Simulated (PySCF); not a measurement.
Ag(NH3)2 (AgH6N2), SMILES [NH3]->[Ag+]<-[NH3], charge +1, multiplicity 1.

Geometry: PBE-D3(BJ)/def2-SVP. The spin state was assumed, not searched. The isomer is the one that the SMILES or the coordinates give; other isomers of the formula were not compared. The def2 effective core potentials stand for the cores of Ag; spin–orbit coupling is left out.

Calculation: TDDFT-M06-2X/def2-SVPD run with PySCF.

Vertical excitations; the highest root listed may be one member of a degenerate set. Gas-phase values at a fixed geometry. State labels are in the subgroup C2.

```
state  symmetry  energy (eV)  λ (nm)      f                              main pairs
-----  --------  -----------  ------  -----  --------------------------------------
S1            A         6.44     193  0.000                          HOMO→LUMO 94 %
S2            B         7.48     166  0.000            HOMO−1→LUMO (degenerate set)
S3            A         7.48     166  0.000            HOMO−2→LUMO (degenerate set)
S4            A         7.53     165  0.141            HOMO→LUMO+2 (degenerate set)
S5            B         7.53     165  0.141            HOMO→LUMO+1 (degenerate set)
S6            A         7.69     161  0.000            HOMO−3→LUMO (degenerate set)
S7            B         7.69     161  0.000            HOMO−4→LUMO (degenerate set)
S8            B         8.05     154  0.054      HOMO→LUMO+3 83 %, HOMO−5→LUMO 14 %
S9            A         8.84     140  0.000  HOMO−2→LUMO+2 45 %, HOMO−1→LUMO+1 45 %
S10           B         8.90     139  0.000  HOMO−1→LUMO+2 46 %, HOMO−2→LUMO+1 46 %
T1            A         5.63     220      0                          HOMO→LUMO 85 %
T2            B         7.09     175      0            HOMO−1→LUMO (degenerate set)
T3            A         7.09     175      0            HOMO−2→LUMO (degenerate set)
T4            B         7.13     174      0                        HOMO→LUMO+1 88 %
```
Triplets are in the Tamm–Dancoff approximation, which puts them higher than full response would, so one can lie above its singlet here.
